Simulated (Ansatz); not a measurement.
Geometry optimisation, RKS B3LYP-D4/def2-SVP in Ansatz.

The input (input.yaml):

```yaml
crystal:
  periodic: [false, false, false]
  atoms:
    - { symbol: Ge, position_ang: [0.0, 0.0, 0.0] }
    - { symbol: F, position_ang: [0.0, 0.0, 1.68] }
    - { symbol: H, position_ang: [1.4616, 0.0, -0.5162] }
    - { symbol: F, position_ang: [-0.7913, 1.3709, -0.5594] }
    - { symbol: F, position_ang: [-0.7913, -1.3709, -0.5594] }
basis:
  gaussian: { orbitals: def2-SVP }
hamiltonian:
  xc: b3lyp
  dispersion: d4
relax:
  f_tol: 0.02
  max_steps: 40
```

Launched with:

```bash
$ ansatz run input.yaml --threads 1 --pin off --max-ram 2048MiB --backend cpu --events-out ev --progress --plain --runs-dir out
```

Task: Where does it end, and by what steps?

Result: The forces met the threshold. After 3 steps the energy has fallen by 0.130 eV; Ge1 moved furthest, 0.06 Å.

| step | energy less start (eV) | largest force component (eV/Å) | accepted |
| --- | --- | --- | --- |
| 0 | 0.0000 | 2.602 | yes |
| 1 | -0.1138 | 0.854 | yes |
| 2 | -0.1301 | 0.046 | yes |
| 3 | -0.1304 | 0.015 | yes |

```xyz
5
Properties=species:S:1:pos:R:3
Ge 0.059 0.000 -0.021
F -0.028 0.000 1.697
H 1.493 0.000 -0.527
F -0.823 1.377 -0.552
F -0.823 -1.377 -0.552
```

Whether the end is a true minimum wasn't checked by a vibrational analysis.

Time of the run: 12 s on 1 thread of AMD EPYC 7R43 64-Core Processor (Zen 3), on a shared host, peak memory 0.18 GiB.
